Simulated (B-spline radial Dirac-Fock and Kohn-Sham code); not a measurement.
## Yb⁵⁴⁺: scattering cross sections and density moments

System: ytterbium as Yb⁵⁴⁺ in the configuration 1s2 2s2 2p6 3s2 3p4.

Calculated with an atomic code on a B-spline grid, using configuration-average Dirac-Fock orbitals.

* Sum of ⟨r⟩: 1.820 bohr
* Sum of ⟨r²⟩: 0.3237 bohr²
* Sum of ⟨1/r⟩: 352.22 per bohr
* Langevin diamagnetic susceptibility: -0.256 × 10⁻⁶ cm³/mol
* Lamb shielding (α²/3)Σ⟨1/r⟩: 6252 ppm

Coherent scattering is the Thomson cross section weighted by f₀², without anomalous dispersion; incoherent scattering is Klein-Nishina weighted by S. The Lamb formula is the non-relativistic shielding expression. Electron correlation is left out. A dash stands where the photon energy is too low for the impulse approximation behind that column.

```tsv
hν (keV)	coherent (b)	incoherent (b)	incoherent per electron (b)
2	169.6	–	–
8.0478	160.2	–	–
17.4793	131.2	–	–
20	122.6	–	–
30	92.00	2.609	0.163
100	22.54	5.104	0.319
200	7.421	5.289	0.331
1000	0.3838	3.288	0.206
```

Incoherent scattering overtakes coherent scattering between 200 and 1000 keV.
